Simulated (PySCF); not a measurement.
Species, as SMILES: FC(F)=C.
Geometry (B3LYP-D3(BJ)/def2-TZVP, fixed):
```xyz
6

C      1.3666    -0.1842    -0.0960
C      0.0659    -0.0089    -0.0046
F     -0.8303    -0.9779     0.0790
F     -0.5461     1.1633     0.0177
H      2.0191     0.6710    -0.1597
H      1.7731    -1.1820    -0.1067
```

How fast the mean static polarisability converges with the basis for several methods (PySCF): deviation from each method's own reference, in %. References: HF 27.09 bohr³, the value in d-aug-cc-pVTZ; PBE 29.78 bohr³, the value in d-aug-cc-pVTZ; PBE0 28.53 bohr³, the value in d-aug-cc-pVTZ. All functions are spherical. Density fitting with generated auxiliary sets. In sets without p functions on hydrogen, species with hydrogen take exact integrals. No added dispersion term, no relativity. 

```tsv
basis	functions	HF	PBE	PBE0
def2-SVP	66	-24.5	-27.9	-26.4
6-31+G*	76	-11.5	-11.8	-12.0
6-311G**	84	-21.7	-24.6	-23.3
def2-SVPD	102	-3.3	-4.1	-3.6
aug-pcseg-1	110	0.1	-0.8	-0.5
Sadlej pVTZ	114	-0.8	-0.8	-0.9
6-311++G(2d,2p)	128	-6.5	-7.2	-6.9
def2-TZVPP	152	-9.1	-11.5	-10.4
def2-TZVPD	172	-0.7	-1.1	-0.8
jun-cc-pV(T+d)Z	184	-0.6	-1.0	-0.8
6-311++G(3df,3pd)	192	-1.8	-2.5	-2.1
def2-QZVP	288	-4.8	-6.3	-5.5
```

Mean absolute deviation over 6-311G**, Sadlej pVTZ, 6-311++G(2d,2p), def2-TZVPP, def2-TZVPD, jun-cc-pV(T+d)Z, 6-311++G(3df,3pd): HF 5.9, PBE0 6.5, PBE 7.0 %.
